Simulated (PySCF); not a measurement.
## Trend along the fourth-period p block: MZn cations

PBE0 with double-zeta basis sets in PySCF, for the lowest determinant that a PBE0 search found; no spin–orbit coupling. De refers to high-spin ground-configuration atoms (the charge goes to the atom of lower measured ionisation energy or higher electron affinity, which is not always the lowest computed limit). A positive dipole points towards Zn; it is taken about the centre of mass and depends on that origin.

```json
{"M": "Ge", "basis": "pcseg-1", "charged atom": "Ge+", "state (unpaired electrons)": "doublet (π ↑)", "Re (Å)": "2.598", "ωe (cm⁻¹)": "175", "De (eV)": "1.72", "μ (D)": "1.70"}
{"M": "Se", "basis": "pcseg-1", "charged atom": "Zn+", "state (unpaired electrons)": "doublet (π ↑)", "Re (Å)": "2.284", "ωe (cm⁻¹)": "290", "De (eV)": "2.06", "μ (D)": "5.66"}
{"M": "Br", "basis": "pcseg-1", "charged atom": "Zn+", "state (unpaired electrons)": "singlet (closed shell)", "Re (Å)": "2.199", "ωe (cm⁻¹)": "344", "De (eV)": "2.38", "μ (D)": "7.02"}
```

The shortest bond is that of ZnBr⁺ (2.199 Å), the longest that of ZnGe⁺ (2.598 Å). ZnBr⁺ is bound most strongly (2.38 eV) and ZnGe⁺ least (1.72 eV).

The state changes along the series, so neighbouring rows are not always alike in their bonding.

For an ion De counts to the pair picked by the measured ionisation energies or electron affinities, which need not be the lowest pair at this level. States were picked by a PBE0 search and need not be the measured ground states.
